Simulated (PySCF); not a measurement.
This PySCF input asks for the NMR shieldings of `C#C[C@@H]1[SiH2]O[Si@@H]1O[SiH3]`, C3H8O2Si3; the geometry comes from GFN2-xTB.

```python
import basis_set_exchange as bse
import numpy as np
from pyscf import gto, dft
from pyscf.prop import nmr

atoms = """
C    -1.077231    2.400450    0.118306
C    -1.241474    1.244761   -0.159059
C    -1.371514   -0.145284   -0.457252
Si   -1.535225   -1.384951    1.017246
O    -0.173969   -2.148167    0.454847
Si    0.251466   -1.131770   -0.788866
O     1.593480   -0.320939   -0.447932
Si    2.360848    0.665644    0.598738
H    -0.973469    3.418158    0.348348
H    -2.135324   -0.283900   -1.223685
H    -1.284882   -0.838302    2.341447
H    -2.641203   -2.324265    0.910798
H     0.488510   -1.882241   -2.000690
H     3.601003   -0.046401    0.906183
H     2.577566    1.895578   -0.158285
H     1.553817    0.890572    1.795929
"""
names = dict.fromkeys(["C", "Si", "O", "H"], "pcSseg-1")
basis = {el: gto.basis.parse(bse.get_basis(n, elements=[el], fmt="nwchem")) for el, n in names.items()}
mol = gto.M(atom=atoms, basis=basis, charge=0, verbose=0)
mf = dft.RKS(mol, xc="PBE0")
mf.grids.level = 2
mf.grids.alignment = dft.numint.BLKSIZE   # the property module wants whole blocks of grid points
mf.conv_tol = 1e-9
mf.kernel()

calc = nmr.RKS(mf)   # GIAO
C = mf.mo_coeff
Co = C[:, mf.mo_occ > 0]
resp = mf.gen_response(singlet=True, hermi=2)
def vind(x):   # induced exchange potential for any number of trial vectors
    d = np.einsum("pi,xij,qj->xpq", C, 2 * x.reshape(-1, C.shape[1], Co.shape[1]), Co, optimize=True)
    return np.einsum("xpq,pi,qj->xij", resp(d - d.transpose(0, 2, 1)), C, Co, optimize=True).ravel()
mo1, _ = nmr.rhf.solve_mo1(calc, with_cphf=vind)
sigma = calc.kernel(mo1)
for i, s in enumerate(sigma):   # ppm
    print("%2d %-2s %9.2f" % (i, mol.atom_pure_symbol(i), np.trace(s) / 3))
```

Problem. What does it print?

Solution. 
```
 0 C     110.24
 1 C     103.58
 2 C     164.61
 3 Si    349.76
 4 O     211.78
 5 Si    375.29
 6 O     273.75
 7 Si    388.22
 8 H      30.02
 9 H      29.06
10 H      26.22
11 H      26.22
12 H      26.63
13 H      26.45
14 H      26.41
15 H      26.23
```

These numbers come from an equivalent density-fitted implementation of the same equations, which agrees with the script to about 0.01 ppm for H and up to a few tenths of a ppm for heavy atoms, so last digits may differ.

Size and cost of the density-fitted run: 197 basis functions, 37 s wall time on 1 thread of an Arm Neoverse V2, shared host; peak memory 0.92 GiB.
